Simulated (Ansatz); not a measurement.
```yaml
crystal:
  periodic: [false, false, false]
  atoms:
    - {symbol: Si, position_ang: [-1.954643, -0.810475, 0.696402]}
    - {symbol: Al, position_ang: [0.520183, -0.597045, 1.584477]}
    - {symbol: Si, position_ang: [1.655521, 0.880484, -0.420886]}
    - {symbol: C, position_ang: [1.101633, 0.750487, -2.073035]}
    - {symbol: O, position_ang: [0.448303, 1.668690, -1.255331]}
    - {symbol: H, position_ang: [-2.552546, -2.127638, 1.766603]}
    - {symbol: H, position_ang: [-2.389308, -1.217987, -0.405402]}
    - {symbol: H, position_ang: [-2.668022, 0.185202, 1.493810]}
    - {symbol: H, position_ang: [1.004694, -1.110565, 2.753275]}
    - {symbol: H, position_ang: [3.031457, 1.439734, -0.063984]}
    - {symbol: H, position_ang: [0.309216, -0.468537, -2.134249]}
    - {symbol: H, position_ang: [1.656641, 1.076547, -2.522201]}
basis:
  gaussian: {orbitals: x2c-TZVPPall}
magnetization: {spin_polarized: true, initial_magnetization: 0}
hamiltonian: {xc: {name: r2SCAN0}}
scf: {lower_state_search: full}
```

```sh
$ ansatz run in.yaml --threads 4 --pin off --events-out ev --progress --plain --max-ram 10444MiB
```

Shortened log:

```
Functional definition: r2SCAN0
1634 factors; their error is unknown
mean field evaluation 1: about -25576.9123 eV, gradient 4.3e1 eV
mean field evaluation 2: about -25517.6221 eV, gradient 1.1e2 eV
mean field evaluation 4: about -25585.3917 eV, gradient 9.7e0 eV
mean field evaluation 8: about -25585.7561 eV, gradient 1.6e-1 eV
mean field evaluation 16: about -25585.8036 eV, gradient 1.9e-4 eV
mean field -25585.80358261 eV, -940.2609389805 hartree, gradient 3.0e-5 eV, S^2 0.000000; 2 other end points of the search recorded, 0 dependent functions left out
reference -25585.80359873 eV, -940.2609395728 hartree; 31, 31 occupied and 255, 255 virtual orbitals, 1634 factors
Total energy: -25585.80359873 eV, -940.2609395728 hartree
Relativity: scalar
```

Run time 23 s (4 threads of an Arm Neoverse V2 on a shared host); peak host memory 1.6 GiB.
